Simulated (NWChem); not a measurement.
Program: NWChem. System: selenophene (C4H4Se), charge 0, spin multiplicity 1, at a geometry optimised with PBE/def2-SVP. Level: CAM-B3LYP/def2-TZVP.

The NWChem input:

```
start mol
memory heap 200 mb stack 900 mb global 1100 mb
geometry units angstroms nocenter noautoz
  C     -0.717132     0.000000     1.687799
  C      0.717132     0.000000     1.687799
  C      1.294864     0.000000     0.436745
  Se     0.000000     0.000000    -0.914545
  C     -1.294864     0.000000     0.436745
  H     -1.314980     0.000000     2.611428
  H      1.314980     0.000000     2.611428
  H      2.363703     0.000000     0.188570
  H     -2.363703     0.000000     0.188570
  symmetry group C2v
end
basis spherical
  * library def2-tzvp
end
dft
  xc xcamb88 1.00 lyp 0.81 vwn_5 0.19 hfexch 1.00
  cam 0.33 cam_alpha 0.19 cam_beta 0.46
  direct
  iterations 100
end
task dft energy
```

Output (cleaned and shortened):

```
             Northwest Computational Chemistry Package (NWChem) 7.3.0
             --------------------------------------------------------

                                NWChem Input Module
                                -------------------

 Scaling coordinates for geometry "geometry" by  1.889725989
 (inverse scale =  0.529177249)

 Turning off AUTOSYM since
 SYMMETRY directive was detected!

                             Geometry "geometry" -> ""
                             -------------------------

 Output coordinates in angstroms (scale by  1.889725989 to convert to a.u.)

  No.       Tag          Charge          X              Y              Z
 ---- ---------------- ---------- -------------- -------------- --------------
    1 C                    6.0000    -0.71713200     0.00000000     1.68779900
    2 C                    6.0000     0.71713200     0.00000000     1.68779900
    3 C                    6.0000     1.29486400     0.00000000     0.43674500
    4 Se                  34.0000     0.00000000     0.00000000    -0.91454500
    5 C                    6.0000    -1.29486400     0.00000000     0.43674500
    6 H                    1.0000    -1.31498000     0.00000000     2.61142800
    7 H                    1.0000     1.31498000     0.00000000     2.61142800
    8 H                    1.0000     2.36370300     0.00000000     0.18857000
    9 H                    1.0000    -2.36370300     0.00000000     0.18857000

 Effective nuclear repulsion energy (a.u.)     309.6560364192

            Nuclear Dipole moment (a.u.)
            ----------------------------
        X                 Y               Z
 ---------------- ---------------- ----------------
     0.0000000000     0.0000000000    -0.0000113384

      Symmetry information
      --------------------

 Group name             C2v
 Group number             16
 Group order               4
 No. of unique centers     5

      Symmetry unique atoms

     1    3    4    6    8


 Summary of "ao basis" -> "" (spherical)
 ------------------------------------------------------------------------------
       Tag                 Description            Shells   Functions and Types
 ---------------- ------------------------------  ------  ---------------------
 *                         def2-tzvp                  on all atoms

                                 NWChem DFT Module
                                 -----------------

 Summary of "ao basis" -> "ao basis" (spherical)
 ------------------------------------------------------------------------------
       Tag                 Description            Shells   Functions and Types
 ---------------- ------------------------------  ------  ---------------------
 C                         def2-tzvp                11       31   5s3p2d1f
 Se                        def2-tzvp                16       48   6s5p4d1f
 H                         def2-tzvp                 4        6   3s1p

 Summary of "ao basis" -> "ao basis" (spherical)
 ------------------------------------------------------------------------------
       Tag                 Description            Shells   Functions and Types
 ---------------- ------------------------------  ------  ---------------------
 C                         def2-tzvp                11       31   5s3p2d1f
 Se                        def2-tzvp                16       48   6s5p4d1f
 H                         def2-tzvp                 4        6   3s1p

      Symmetry analysis of basis
      --------------------------
[...]
 d= 0,ls=0.0,diis     5  -2556.4460970835 -1.24D-04  4.10D-05  8.07D-05   137.5
  Resetting Diis
 d= 0,ls=0.0,diis     6  -2556.4461031752 -6.09D-06  1.60D-05  1.43D-05   165.0
 d= 0,ls=0.0,diis     7  -2556.4461051571 -1.98D-06  6.52D-06  8.14D-07   191.4
 d= 0,ls=0.0,diis     8  -2556.4461052165 -5.94D-08  2.69D-06  9.69D-07   218.8

         Total DFT energy =    -2556.446105216470
      One electron energy =    -4166.847400097111
           Coulomb energy =     1411.076622998957
    Exchange-Corr. energy =     -110.331364537562
 Nuclear repulsion energy =      309.656036419246

 Numeric. integr. density =       61.999999219765

     Total iterative time =    216.2s

                  Occupations of the irreducible representations
                  ----------------------------------------------

                     irrep           alpha         beta
                     --------     --------     --------
                     a1               15.0         15.0
                     a2                2.0          2.0
                     b1                9.0          9.0
                     b2                5.0          5.0

                       DFT Final Molecular Orbital Analysis
                       ------------------------------------

 Vector   29  Occ=2.000000D+00  E=-3.913297D-01  Symmetry=a1
              MO Center= -9.6D-15, -3.8D-15, -3.4D-01, r^2= 3.3D+00
   Bfn.  Coefficient  Atom+Function         Bfn.  Coefficient  Atom+Function
  ----- ------------  ---------------      ----- ------------  ---------------
   111      0.376036  4 Se pz               105     -0.271181  4 Se pz
   108      0.246001  4 Se pz               114      0.227269  4 Se pz
    99     -0.183822  4 Se s                 98     -0.172116  4 Se s
    70     -0.129743  3 C  pz               149     -0.129743  5 C  pz
     8      0.105701  1 C  pz                39      0.105701  2 C  pz

 Vector   30  Occ=2.000000D+00  E=-2.982490D-01  Symmetry=b2
              MO Center=  1.6D-14,  9.2D-17,  2.2D-02, r^2= 3.3D+00
   Bfn.  Coefficient  Atom+Function         Bfn.  Coefficient  Atom+Function
  ----- ------------  ---------------      ----- ------------  ---------------
   110      0.408908  4 Se py               113      0.293747  4 Se py
   104     -0.277392  4 Se py               107      0.257003  4 Se py
     7     -0.183183  1 C  py                38     -0.183183  2 C  py
    10     -0.156405  1 C  py                41     -0.156405  2 C  py
    13     -0.116386  1 C  py                44     -0.116386  2 C  py

 Vector   31  Occ=2.000000D+00  E=-2.961102D-01  Symmetry=a2
              MO Center= -1.9D-14,  1.5D-16,  7.5D-01, r^2= 2.9D+00
   Bfn.  Coefficient  Atom+Function         Bfn.  Coefficient  Atom+Function
  ----- ------------  ---------------      ----- ------------  ---------------
    69      0.261129  3 C  py               148     -0.261129  5 C  py
    72      0.231143  3 C  py               151     -0.231143  5 C  py
    75      0.177002  3 C  py               154     -0.177002  5 C  py
     7     -0.160337  1 C  py                38      0.160337  2 C  py
    10     -0.137577  1 C  py                41      0.137577  2 C  py

 Vector   32  Occ=0.000000D+00  E= 1.389590D-02  Symmetry=b2
              MO Center= -1.8D-14, -3.8D-16,  4.6D-01, r^2= 4.0D+00
   Bfn.  Coefficient  Atom+Function         Bfn.  Coefficient  Atom+Function
  ----- ------------  ---------------      ----- ------------  ---------------
    75      0.470336  3 C  py               154      0.470336  5 C  py
   113     -0.454196  4 Se py                13     -0.276550  1 C  py
    44     -0.276550  2 C  py                69      0.252572  3 C  py
   148      0.252572  5 C  py                72      0.214791  3 C  py
   151      0.214791  5 C  py               110     -0.194513  4 Se py

 Vector   33  Occ=0.000000D+00  E= 4.711996D-02  Symmetry=b1
              MO Center=  3.7D-15,  4.9D-17, -8.8D-01, r^2= 4.3D+00
   Bfn.  Coefficient  Atom+Function         Bfn.  Coefficient  Atom+Function
  ----- ------------  ---------------      ----- ------------  ---------------
    67      1.776469  3 C  s                146     -1.776469  5 C  s
   112     -1.401917  4 Se px                 5      0.905925  1 C  s
    36     -0.905925  2 C  s                187     -0.537129  8 H  s
   193      0.537129  9 H  s                 14     -0.454558  1 C  pz
    45      0.454558  2 C  pz                76     -0.345891  3 C  pz

 Vector   34  Occ=0.000000D+00  E= 9.271852D-02  Symmetry=a1
              MO Center= -5.8D-17, -1.8D-16,  1.6D+00, r^2= 1.0D+01
   Bfn.  Coefficient  Atom+Function         Bfn.  Coefficient  Atom+Function
  ----- ------------  ---------------      ----- ------------  ---------------
   175      1.590631  6 H  s                181      1.590631  7 H  s
     5     -1.237810  1 C  s                 36     -1.237810  2 C  s
   187      1.243413  8 H  s                193      1.243413  9 H  s
   114     -0.692765  4 Se pz                99     -0.683820  4 Se s
    74     -0.618315  3 C  px               153      0.618315  5 C  px

 center of mass
 --------------
 x =   0.00000000 y =   0.00000000 z =  -0.22427796

 moments of inertia (a.u.)
 ------------------
         538.964903586280           0.000000000000           0.000000000000
           0.000000000000         779.404142671943           0.000000000000
           0.000000000000           0.000000000000         240.439239085663

     Multipole analysis of the density
     ---------------------------------

     L   x y z        total         alpha         beta         nuclear
     -   - - -        -----         -----         ----         -------
     0   0 0 0      0.000000    -31.000000    -31.000000     62.000000

     1   1 0 0     -0.000000     -0.000000     -0.000000      0.000000
     1   0 1 0      0.000000      0.000000      0.000000      0.000000
     1   0 0 1      0.154307      0.077159      0.077159     -0.000011

     2   2 0 0    -27.372453    -86.757240    -86.757240    146.142027
     2   1 1 0      0.000000      0.000000      0.000000      0.000000
     2   1 0 1     -0.000000     -0.000000     -0.000000      0.000000
     2   0 2 0    -34.416255    -17.208128    -17.208128      0.000000
     2   0 1 1     -0.000000     -0.000000     -0.000000      0.000000
     2   0 0 2    -29.289555   -155.024238   -155.024238    280.758921

 Task  times  cpu:      218.8s     wall:      218.8s

 Total times  cpu:      218.9s     wall:      218.9s
```
